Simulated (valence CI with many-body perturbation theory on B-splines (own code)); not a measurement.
## Energy levels of Au XLIX

Level of theory: relativistic CI+MBPT: three valence electrons over a frozen Dirac-Fock core [Ar] 3d10, a basis of 11 s, 11 p, 10 d, 8 f, 5 g, 2 h functions for each j, with the one-electron correlation potential Σ1 (screened to all orders), the two-electron term Σ2, the three-electron term Σ3, Breit, model QED; selected single and double excitations, second order for the rest, scaled by the run's own slope (own B-spline code, finite nucleus).

No measured spectrum was set against this ion. As an estimate, large intervals hold to a few tenths of a per cent, small ones and those within an open d or f shell to about a per cent.

Levels 91 to 135 of 179, with energies above the lowest level, (4s^2 4p1/2) J=1/2. "Leading %" is the weight of the configuration and term that name the level; weights of strongly mixed levels are sums over their largest components and can fall short. In the jj column 3d3/2^4 stands for four electrons in 3d with j = 3/2. Lifetimes count E1, E2, E3, M1 and M2 decay at the calculated energies, and are blank where another channel may lead or the interval is too uncertain; long ones can be off by a factor of two.

```
No.  Configuration  Term     J  E (× 10³ cm⁻¹)  Leading %      g                 Leading jj  Lifetime
 91         4s4p4f    ²D   3/2          6360.4         56  0.983      4s 4p3/2 4f7/2 (68 %)   1.46 ps
 92         4s4p4f    ²F   7/2          6372.0         46  1.106      4s 4p3/2 4f7/2 (49 %)    733 fs
 93         4s4p4f    ²D   3/2          6372.9         73  0.776      4s 4p3/2 4f5/2 (87 %)    720 fs
 94          4s4d²    ²F   7/2          6389.2         44  1.100          4s 4d5/2^2 (39 %)    913 fs
 95          4s4d²    ²D   5/2          6399.7         27  1.237          4s 4d5/2^2 (54 %)    874 fs
 96         4s4p4f    ²G   9/2          6408.4         81  1.125      4s 4p3/2 4f7/2 (86 %)    933 fs
 97          4s4d²    ²G   9/2          6462.4         33  1.180          4s 4d5/2^2 (41 %)    831 fs
 98         4s4p4f    ²D   5/2          6494.3         53  1.196      4s 4p3/2 4f7/2 (64 %)    791 fs
 99          4s4d²    ²P   3/2          6503.8         35  1.017          4s 4d5/2^2 (73 %)    946 fs
100          4s4d²    ²S   1/2          6517.4         64  1.783          4s 4d5/2^2 (86 %)   1.03 ps
101         4s4p4f    ²G   7/2          6536.0         30  1.024          4s 4d5/2^2 (35 %)    693 fs
102          4p²4d    ²D   3/2          6577.4         37  1.104       4p3/2^2 4d3/2 (94 %)    332 fs
103          4p²4d    ⁴P   1/2          6625.8         40  1.514       4p3/2^2 4d3/2 (86 %)    321 fs
104          4p²4d    ²D   5/2          6626.2         24  1.190       4p3/2^2 4d3/2 (78 %)    326 fs
105          4p4d²   ⁴G°   5/2          6695.3         54  0.737       4p1/2 4d3/2^2 (97 %)   1.62 ps
106          4p²4d    ²F   7/2          6695.6         44  1.092       4p3/2^2 4d3/2 (76 %)    296 fs
107          4p²4d    ²D   3/2          6725.6         57  0.916       4p3/2^2 4d3/2 (82 %)    328 fs
108          4p²4d    ⁴F   9/2          6774.6         54  1.228       4p3/2^2 4d5/2 (90 %)    542 fs
109          4p²4d    ²F   7/2          6778.0         47  1.212       4p3/2^2 4d5/2 (85 %)    518 fs
110          4p²4d    ²P   1/2          6821.4         47  1.353       4p3/2^2 4d5/2 (89 %)    495 fs
111          4p4d²   ⁴D°   1/2          6846.0         42  0.645       4p1/2 4d3/2^2 (98 %)    683 fs
112          4p4d²   ²D°   3/2          6871.4         38  0.754       4p1/2 4d3/2^2 (96 %)    360 fs
113          4p²4d    ²D   5/2          6873.3         74  1.202       4p3/2^2 4d5/2 (96 %)    610 fs
114          4p4d²   ⁴G°   7/2          6949.3         52  1.012   4p1/2 4d3/2 4d5/2 (91 %)   2.94 ps
115          4p²4d    ²P   3/2          6958.7         40  1.165       4p3/2^2 4d5/2 (88 %)    406 fs
116          4p4d²   ²D°   5/2          6967.8         24  1.045   4p1/2 4d3/2 4d5/2 (92 %)   2.17 ps
117          4p4d²   ²H°   9/2          6974.3         46  0.999   4p1/2 4d3/2 4d5/2 (80 %)   3.83 ps
118          4p²4d    ²D   5/2          6992.2         48  1.131       4p3/2^2 4d5/2 (86 %)    368 fs
119          4p4d²   ⁴D°   3/2          6994.4         38  1.149   4p1/2 4d3/2 4d5/2 (94 %)   1.85 ps
120          4p4d²   ⁴P°   1/2          7010.7         49  1.779  4p1/2 4d3/2 4d5/2 (100 %)   1.77 ps
121          4p4d²   ²F°   7/2          7094.0         25  1.066   4p1/2 4d3/2 4d5/2 (66 %)    636 fs
122          4p4d²   ⁴F°   5/2          7101.0         16  1.102   4p1/2 4d3/2 4d5/2 (79 %)    543 fs
123          4p²4f   ²G°   7/2          7138.0         61  0.923   4p1/2 4p3/2 4f5/2 (90 %)    944 fs
124          4p4d²   ⁴D°   3/2          7142.4         28  1.203   4p1/2 4d3/2 4d5/2 (80 %)    506 fs
125          4p²4f   ⁴G°   5/2          7152.7         43  0.904   4p1/2 4p3/2 4f5/2 (91 %)    789 fs
126          4p²4f   ⁴F°   3/2          7176.6         66  0.634   4p1/2 4p3/2 4f5/2 (87 %)    719 fs
127          4p²4f   ⁴D°   7/2          7177.8         39  1.248   4p1/2 4p3/2 4f7/2 (65 %)   1.39 ps
128          4p²4f   ⁴G°   9/2          7187.3         42  1.097   4p1/2 4p3/2 4f7/2 (51 %)   1.21 ps
129          4p²4f   ²F°   5/2          7197.7         47  0.991   4p1/2 4p3/2 4f5/2 (70 %)    881 fs
130          4p²4f   ²G°   9/2          7211.4         22  1.139   4p1/2 4p3/2 4f7/2 (37 %)   1.25 ps
131          4p²4f   ²D°   3/2          7222.7         44  1.023   4p1/2 4p3/2 4f5/2 (84 %)    970 fs
132          4p²4f   ⁴F°   9/2          7226.2         38  1.194   4p1/2 4p3/2 4f7/2 (76 %)   1.18 ps
133          4p²4f   ²H°  11/2          7235.4         61  1.149   4p1/2 4p3/2 4f7/2 (95 %)   1.46 ps
134          4p²4f   ²F°   7/2          7235.9         40  1.112   4p1/2 4p3/2 4f7/2 (72 %)   1.05 ps
135          4p²4f   ²P°   1/2          7237.1         58  0.410   4p1/2 4p3/2 4f5/2 (95 %)   1.04 ps
```

Where two levels of one J and parity lie close, their mixing, g and order are uncertain.
